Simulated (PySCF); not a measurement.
Several compounds and their computed core spectra got separated.

Computed with delta-SCF UKS SCAN, pcX-2 on the ionised atom, pcseg-1 elsewhere, spin-free X2C (PySCF 2.14.0). Geometries: GFN2-xTB; isolated species, one conformer each.

Line lists (1s up to Mg, 2p3/2 beyond; areas count atoms within a level, one atom standing for each set equivalent by bonding):
1. C 1s: 290.70 (area 1), 290.85 (area 1), 292.00 (area 1), 294.03 (area 1) eV; N 1s: 405.15 eV; F 1s: 692.91 eV; P 2p3/2: 136.96 eV
2. C 1s: 290.88 (area 1), 291.34 (area 1), 294.94 (area 1) eV; F 1s: 693.26 eV; Cl 2p3/2: 206.06 eV
3. C 1s: 295.70 (area 1), 297.57 (area 1), 297.68 (area 1) eV; N 1s: 414.35 eV

Structures:
A. `C=C[C@H](F)Cl`
B. `CC[NH2+]C`
C. `Fc1cpccn1`

Question: Match each list to its structure.

Answer: 
- 1 = C: no other candidate has this set of levels. C 1s: 290.70 aromatic CH carbon, 290.85 aromatic CH carbon, 292.00 aromatic CH next to a ring nitrogen, 294.03 aromatic C–F carbon; N 1s: 405.15 pyridine-type nitrogen; F 1s: 692.91 aryl fluorine; P 2p3/2: 136.96 phosphorus bonded to 2 C.
- 2 = A: no other candidate has this set of levels. C 1s: 290.88 terminal =CH2 carbon, 291.34 alkene CH carbon, 294.94 sp3 C–F carbon; F 1s: 693.26 alkyl fluorine; Cl 2p3/2: 206.06 chlorine on a fluorinated carbon.
- 3 = B: no other candidate has this set of levels. C 1s: 295.70 methyl carbon, 297.57 sp3 carbon bound to nitrogen, 297.68 N-methyl carbon; N 1s: 414.35 ammonium nitrogen.

For 2p shells one spin-free hole was relaxed; a mean-field spin–orbit operator and the ground-state splitting of the three 2p orbitals were then diagonalised within the shell. The shell's mean is (2 × 2p3/2 + 2p1/2)/3, and the degeneracies 2j + 1 give areas of 2:1.
